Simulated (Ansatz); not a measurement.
Geometry optimisation, RKS PBE0-D4/def2-SVP in Ansatz.

The input (input.yaml):

```yaml
crystal:
  periodic: [false, false, false]
  atoms:
    - { symbol: Si, position_ang: [-0.7275, 0.5108, -0.2672] }
    - { symbol: F, position_ang: [0.9356, 1.5474, 0.1617] }
    - { symbol: H, position_ang: [-1.8343, -0.0244, -1.1004] }
    - { symbol: H, position_ang: [-1.3203, 1.7532, 0.2131] }
    - { symbol: Si, position_ang: [0.1868, -1.2751, 0.8906] }
    - { symbol: H, position_ang: [1.2251, 1.6129, -0.9976] }
    - { symbol: Cl, position_ang: [0.4432, 0.9597, -2.419] }
    - { symbol: H, position_ang: [0.6734, -2.3447, 0.0139] }
    - { symbol: H, position_ang: [-0.8748, -1.8387, 1.7312] }
    - { symbol: H, position_ang: [1.2929, -0.9011, 1.7738] }
basis:
  gaussian: { orbitals: def2-SVP }
hamiltonian:
  xc: pbe0
  dispersion: d4
relax:
  f_tol: 0.15
  max_steps: 25
  restrain:
    - { distance: [0, 6], at: 3.43, k: 30.0 }
    - { distance: [5, 1], at: 2.18, k: 30.0 }
    - { distance: [0, 1], at: 1.68, k: 30.0 }
    - { distance: [5, 6], at: 1.33, k: 30.0 }
```

Command:

```bash
$ ansatz run input.yaml --threads 2 --pin off --max-ram 3072MiB --backend cpu --events-out ev --progress --plain --runs-dir out
```

Q: Where does it end, and by what steps?

A: The run converged. The restraints hold the end off the free minimum. After 13 steps the energy has fallen by 1.665 eV (the restraints' own energy left out); H4 moved furthest, 1.22 Å. Joined: H6–Cl7 (1.75 → 1.31 Å).

| step | energy less start (eV) | largest force component (eV/Å) | accepted |
| --- | --- | --- | --- |
| 0 | 0.0000 | 2.594 | yes |
| 1 | 0.5717 | 2.478 | yes |
| 2 | 0.4604 | 2.009 | yes |
| 3 | 0.1643 | 1.780 | yes |
| 4 | -0.5191 | 1.310 | yes |
| 5 | -1.0193 | 1.045 | yes |
| 6 | -1.3525 | 0.616 | yes |
| 7 | -1.4945 | 0.493 | yes |
| 8 | -1.5377 | 0.526 | yes |
| 9 | -1.5589 | 0.890 | yes |
| 10 | -1.6213 | 0.532 | yes |
| 11 | -1.6465 | 0.514 | yes |
| 12 | -1.6547 | 0.740 | yes |
| 13 | -1.6645 | 0.500 | yes |

```xyz
10
Properties=species:S:1:pos:R:3
Si -0.795 0.779 0.202
F 0.391 1.918 -0.048
H -1.617 0.681 -1.036
H -1.645 1.318 1.307
Si 0.166 -1.242 0.890
H 1.336 1.326 -1.917
Cl 1.112 0.233 -2.601
H 0.931 -1.915 -0.197
H -0.947 -2.130 1.351
H 1.068 -0.967 2.050
```

Run time: 41 s on 2 threads of Intel(R) Xeon(R) Platinum 8488C (Sapphire Rapids), with other jobs on the host, peak memory 0.23 GiB.
